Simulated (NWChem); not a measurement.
WO₂ClF; SMILES [O]=[W](=[O])([F])[Cl]

```xyz
5

W     -0.0226    -0.1557     0.0000
O      0.8416    -0.6966    -1.3497
O      0.8416    -0.6966     1.3497
F     -1.7112    -0.9316     0.0000
Cl    -0.0070     2.1135     0.0000
```
Atoms are numbered in this order, from 1.

Level: PBE0/def2-SVP with def2 effective core potentials on W (NWChem), optimised geometry, unscaled harmonic frequencies. def2 effective core potentials on W; no spin-orbit coupling.

```tsv
frequency (cm⁻¹)	IR intensity (km/mol)
144	3.8
179	6.9
244	2.7
244	11.3
361	3.7
433	55.1
719	103.5
1036	182.0
1075	82.8
```

```json
{
  "zero_point_energy": "6.3 kcal/mol",
  "thermal correction to the enthalpy at 298.15 K (with zero-point energy)": "10.6 kcal/mol",
  "heat capacity Cv": "17.7 cal/(mol K)",
  "entropy at 298.15 K and 1 atm (symmetry number 1)": "81.2 cal/(mol K)"
}
```

Rigid rotor and harmonic oscillator.
